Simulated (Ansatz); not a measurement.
The cluster Zr2O5H2, relaxed as a singlet with RKS B3LYP-D4/def2-SVP in Ansatz, starting from the GFN2-xTB geometry. Force threshold 0.02 eV/Å.

In the def2 sets Zr takes a core potential; there is no spin–orbit coupling. The structure holds 1 bond(s) between oxygen atoms. Another isomer (singlet) lies 4.63 eV lower at PBE0-D4/def2-TZVP; other spin states weren't run for this one.

Start:

```xyz
9

Zr   -0.711   -0.282   -1.737
Zr   -0.005    0.540    1.158
O    -1.524    0.089   -0.047
O    -0.009    2.404    1.372
O     0.931    1.969    0.371
O    -1.157   -1.926   -2.194
O     1.033   -0.755   -0.821
H     0.393   -0.305    2.699
H     1.051   -1.733   -0.801
```

**Question.** Estimate the energy that the relaxation releases and the steps that it takes.

**Answer.** 70.8 kJ/mol, in 15 steps; 36 s on 4 threads of Arm Neoverse V2 on a shared host. No frequencies were taken in this run, so the end may be a saddle point.

**Question.** Does the start keep its bonding?

**Answer.** By distances, no bond broke or formed. The bond that changes most is Zr2–O7, from 2.58 to 2.29 Å (atoms count from 1).

**Question.** Predict the relaxed structure.

**Answer.** 
```xyz
9

Zr   -0.8654   -0.6487   -1.8705
Zr   -0.0846    0.6258    0.9644
O    -1.5970    0.2905   -0.3494
O     0.1383    2.4681    1.5644
O     1.2361    2.0353    0.6535
O    -1.5085   -2.2756   -2.0141
O     0.8670   -0.5853   -0.7301
H     0.2646   -0.6732    2.2995
H     1.5496   -1.2370   -0.5177
```
Bond lengths (bridged metal pairs left out): 7 × O–Zr 1.76 to 2.29 Å; 1 × O–O 1.49 Å; 1 × H–O 0.97 Å; 1 × H–Zr 1.90 Å.
